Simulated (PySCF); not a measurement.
Basis-set dependence of LiBi⁺ at MP2

PySCF, UHF reference; quartet, unpaired electrons σ ↑, π ↑↑; De to Li⁺ + Bi without counterpoise correction. Frozen cores follow the default of each basis and core potential.

```json
{"basis": "cc-pVDZ/cc-pVDZ-PP", "relativity": "scalar-relativistic core potentials", "functions": "37", "Re (Å)": "3.037", "ωe (cm⁻¹)": "218", "De (eV)": "n/a", "frozen orbitals": "4"}
{"basis": "def2-SVPD", "relativity": "scalar-relativistic core potentials", "functions": "44", "Re (Å)": "3.125", "ωe (cm⁻¹)": "182", "De (eV)": "n/a", "frozen orbitals": "4"}
{"basis": "aug-cc-pVDZ/aug-cc-pVDZ-PP", "relativity": "scalar-relativistic core potentials", "functions": "55", "Re (Å)": "3.040", "ωe (cm⁻¹)": "209", "De (eV)": "n/a", "frozen orbitals": "4"}
```

(1) How does each smaller set differ from the one with most functions, aug-cc-pVDZ/aug-cc-pVDZ-PP?

Correlated steps freeze 4 core orbitals. These are scalar-relativistic numbers at best; spin–orbit coupling would shift them, the dissociation energy most. The state is the lowest determinant that a PBE0 search found; another state may lie lower at other levels.

Results:

(1) cc-pVDZ/cc-pVDZ-PP: -0.3 pm, +4.3 % in ωe; def2-SVPD: +8.5 pm, -12.9 % in ωe. All at MP2; the set with most functions is neither the basis-set limit nor always the best.
